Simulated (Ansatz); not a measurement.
## Pulling the pair apart

The pair of Li⁺ (SMILES [Li+], atom 1) and N₂ (SMILES N#N, atoms 2–3), both closed shells, in one local arrangement (a lower one may exist), relaxed at PBE0-D4/def2-TZVP:

```
3
angstrom
Li -0.1410 0.0312 -1.7232
N 0.1150 -0.0254 1.4036
N 0.0260 -0.0057 0.3195
```

N₂ is shifted rigidly along the line between the mean atom positions of the two fragments (negative: closer). Counterpoise interaction energies in kcal/mol. Computed with Ansatz 0.2.0 (basis: def2-TZVPPD); correlated methods freeze the cores. The outer core shell of Li, Na, Mg and K is correlated. B3LYP uses VWN-RPA correlation.

| shift (Å) | PBE-D4 | B3LYP-D4 | HF |
| --- | --- | --- | --- |
| -0.20 | -11.70 | -11.96 | -9.50 |
| -0.10 | -13.40 | -13.56 | -11.29 |
| 0.00 | -13.89 | -13.96 | -11.85 |
| 0.10 | -13.67 | -13.67 | -11.67 |
| 0.25 | -12.73 | -12.68 | -10.78 |
| 0.51 | -10.61 | -10.75 | -8.53 |
| 1.02 | -6.52 | -6.69 | -4.98 |
| 2.05 | -2.49 | -2.56 | -1.91 |

(1) What does CCSD(T) give at these shifts? (An estimate is asked for; the value comes from the calculation.)

No T1 diagnostic of these runs exceeds 0.013.

Results:

(1) The calculation gives: -10.03, -11.87, -12.48, -12.35, -11.49, -9.20, -5.46, -2.11 kcal/mol. For zero shift, CCSD(T) at an estimated basis limit (MP2 extrapolated from triple and quadruple zeta, plus CCSD(T) − MP2 in triple zeta) gives -12.80 kcal/mol. These are counterpoise interaction energies, counted from the two frozen fragments.

For scale, one of the runs: CCSD(T)/def2-TZVPPD, 96 basis functions, launched by `ansatz run in.yaml --threads 2 --pin off --events-out ev --progress --plain --max-ram 5222MiB`. The run took about 0.95 s on 2 CPU threads of an Arm Neoverse V2 (shared host).
